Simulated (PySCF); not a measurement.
## Ionisation energy of Cd by level of theory

Cd [Kr] 4d10 5s2 (1S) → Cd⁺ [Kr] 4d10 5s1 (2S), as a difference of total energies. All numbers are calculated (PySCF 2.14, a scalar-relativistic core potential, in cc-pVDZ-PP with ECP28MDF (4s4p3d1f, 38 functions)). Correlated levels: valence: 4s2 4p6 frozen. The calculations carry no spin-orbit coupling.

```tsv
method	ionisation energy (eV)
UHF	7.435
M06-2X	8.891
r2SCAN	9.055
MP2 (valence)	8.609
SCS-MP2 (valence)	8.607
CCSD (valence)	8.622
CCSD(T) (valence)	8.701
```

Q: How much does correlation contribute at CCSD(T) (valence)?

A: 8.701 − (7.435) = 1.266 eV, measured against UHF.

Errors of the correlated levels include the incompleteness of this basis and the frozen core.

For comparison: 8.994 eV (measured; NIST Atomic Spectra Database, ionization energies).
